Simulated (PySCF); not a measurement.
## Structure from NMR data

The spectra below were simulated for a compound C$_{5}$H$_{11}$NSi.

$^{1}$H NMR (400 MHz, computed): δ 6.79 (br s, 1H), 6.61 (br s, 1H), 3.20 (m, 1H), 3.11 (m, 1H), 2.41 (s, 6H), 2.22 (m, 1H).

$^{13}$C{$^{1}$H} NMR (computed): δ 151.7, 134.1, 48.2 (2C), 46.9.

- NMR shieldings at PBE0/pcSseg-1/GIAO
- GFN2-xTB geometry
- code: PySCF 2.14
- equivalent nuclei averaged, single conformer, in vacuum, relativity neglected

Referencing at the same level of theory: $^{1}$H, $^{13}$C against TMS.

**Question.** Which of these isomers gave the spectra?
A. CC#CCN(C)[SiH3]
B. CC1=C[C@@H]([SiH3])NC1
C. C=C1[SiH2][C@H]1N(C)C

**Answer.** C. 

Rings plus π bonds: 2 (1 ring in the answer). 4 carbon signals for 5 carbons: some carbons are equivalent by symmetry or fast rotation. Carbon types of the structure: 1 × C, 1 × CH, 1 × CH2, 2 × CH3, leaving 2 H on heteroatoms. δC 151.7: fully substituted alkene carbon; the olefinic region. δC 134.1: terminal =CH2 carbon; an sp2 carbon of a C=C bond. δH 6.79, 6.61: hydrogen on a terminal =CH2 carbon; olefinic region. δH 2.41: hydrogen on a methyl carbon bonded to N; its carbon carries N, hence the downfield position. δH 2.22: hydrogen on a three-membered-ring carbon; its carbon carries N, an electronegative neighbour.

The others: CC#CCN(C)[SiH3] would give 5 carbon signals, not 4; CC1=C[C@@H]([SiH3])NC1 would give 5 carbon signals, not 4.

Shifts are as computed. Against solution values, carbons near 30 ppm lie about +3 ppm off and those near 130 ppm about +5 ppm. Of 1309 compounds with measured shifts, 239 miss one by over three times the rms of a fit or turn the order of signals round; such compounds aren't used in these exercises. No couplings were computed; multiplicities are counted from neighbouring protons, with m where these are inequivalent, close in shift, in a saturated or five-membered ring or joined by F or P, and br s for small geminal =CH2 splittings.
